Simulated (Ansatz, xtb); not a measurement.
C4H2F2O2: which of two isomers lies lower

Structure I is `O=C1OCC(F)=C1F`, a singlet and structure II is `O=C1O[C@H](F)C=C1F`, a singlet. Both are isolated molecules in the gas phase, relaxed with r2SCAN-D4/def2-SVP.

I (Å):

```
atom    x (Å)    y (Å)    z (Å)
   C  -0.3236   0.3116  -1.6215
   C  -2.4316   0.4238  -0.7039
   C  -1.4309   0.2051   0.3808
   C  -0.2044   0.1401  -0.1571
   F  -1.8048   0.1056   1.6406
   F   0.9626  -0.0407   0.4237
   O   0.5314   0.3164  -2.4576
   O  -1.6621   0.4764  -1.8994
   H  -3.1647  -0.4001  -0.7681
   H  -2.9865   1.3703  -0.5755
```

II (Å):

```yaml
atoms:
  - { symbol: C, position_ang: [-0.5827, 0.8904, -1.6408] }
  - { symbol: C, position_ang: [-1.6581, -0.8108, -0.5531] }
  - { symbol: C, position_ang: [-1.5880, 0.3575, 0.3882] }
  - { symbol: C, position_ang: [-0.9571, 1.3357, -0.2649] }
  - { symbol: F, position_ang: [-2.9505, -1.1430, -0.8326] }
  - { symbol: F, position_ang: [-0.6633, 2.5533, 0.1233] }
  - { symbol: O, position_ang: [-0.0095, 1.4858, -2.5011] }
  - { symbol: O, position_ang: [-1.0216, -0.4040, -1.7495] }
  - { symbol: H, position_ang: [-1.1493, -1.7200, -0.1866] }
  - { symbol: H, position_ang: [-2.0092, 0.3562, 1.3933] }
```

Energies in hartree; the thermal terms are from GFN2-xTB frequencies at re-optimised GFN2-xTB minima (ideal gas, soft modes damped towards free rotors, one conformer each, 298.15 K, 1 atm) and include the zero-point energy:

|  | I | II |
| --- | --- | --- |
| E, CCSD(T)/def2-SVP | −502.096002 | −502.110644 |
| E, MP2/def2-SVP | −502.029308 | −502.043953 |
| E, MP2/def2-TZVPP | −502.973450 | −502.987331 |
| zero-point energy | 0.056226 | 0.056114 |
| H(298 K) − E | 0.063679 | 0.063477 |
| G(298 K) − E | 0.025286 | 0.025087 |

Question: Correct the CCSD(T) difference for the basis set by the MP2 change, then work out ΔE, ΔE₀, ΔH and ΔG for I → II in kJ/mol (1 Eh = 2625.50 kJ/mol) and the equilibrium ratio [II]/[I].

Answer: 1. Differences II − I: CCSD(T) −0.014642, MP2 in the small set −0.014645, MP2 in the large set −0.013881 Eh.
2. ΔE = −0.014642 + (−0.013881 − (−0.014645)) = −0.013878 Eh = −36.44 kJ/mol.
3. ΔE₀ = ΔE + ΔZPE = −0.013878 + (−0.000112) Eh = −36.73 kJ/mol.
4. ΔH = ΔE + (−0.000202) Eh = −36.97 kJ/mol.
5. ΔG = ΔE + (−0.000199) Eh = −36.96 kJ/mol, so ΔS = (ΔH − ΔG)/T = 0.0 J/(mol K).
6. kT = 0.9442 mEh, so K = [II]/[I] = exp(−ΔG/kT) = exp(+14.91) ≈ 3.0 × 10^6.

Structure II is favoured at this temperature. An error of 4 kJ/mol in ΔG would change K by a factor of 5. Mirror images and further conformers aren't counted.

As drawn, both hold the same kinds of bond in the same numbers.

Other levels gave ΔE = −6.4 (GFN2-xTB); −5.8 (HF/STO-3G, GFN2-xTB geometries); −27.8 (r2SCAN-D4/def2-SVP//GFN2-xTB); −28.8 (r2SCAN-D4/def2-SVP); −42.9 (HF/def2-SVP); −38.4 (MP2/def2-SVP); −38.4 (CCSD(T)/def2-SVP) kJ/mol. The correlated steps freeze 8 core orbitals. Programs: Ansatz 0.2.0, xtb 6.7.1.
